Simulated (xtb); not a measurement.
B(H)(OH)(OMe) (CH5BO2), SMILES COBO. All values are semi-empirical tight-binding results from xtb (GFN2-xTB unless named), good for trends rather than for accurate numbers. Geometry optimised at GFN2-xTB. One conformer was computed; it need not be the lowest.

Task: Estimate the properties. (The exact figures need the calculation; the answer reports its results.)

Result: 
```yaml
point_group_as_xtb_finds_it: Cs
orbital_gap: 7.44 eV
dipole_moment: 1.39 D
zero_point_energy: 42.5 kcal/mol
G − E(el) at 298.15 K (modified RRHO): 25.1 kcal/mol
static polarisability (D4 model): 38.2 bohr³
solvation energy, GFN2-xTB/ALPB(water): -5.8 kcal/mol
solvation energy, GFN2-xTB/ALPB(chcl3): -4.5 kcal/mol
```

Task: Give the IR lines (harmonic; lines under 4 % of the strongest left out, lines within 3 cm⁻¹ merged). (Estimate from the structure and the level; the computed values follow.)

Result: ν (cm⁻¹): 314 (w), 517 (m), 798 (m), 898 (m), 977 (m), 1078 (m), 1141 (w), 1151 (m), 1324 (vs), 1408 (m), 2574 (m), 2963 (w), 2973 (w), 2989 (w), 3677 (w) (against the strongest line: vs over 80 %, s over 45 %, m over 15 %, w over 4 %, vw less)
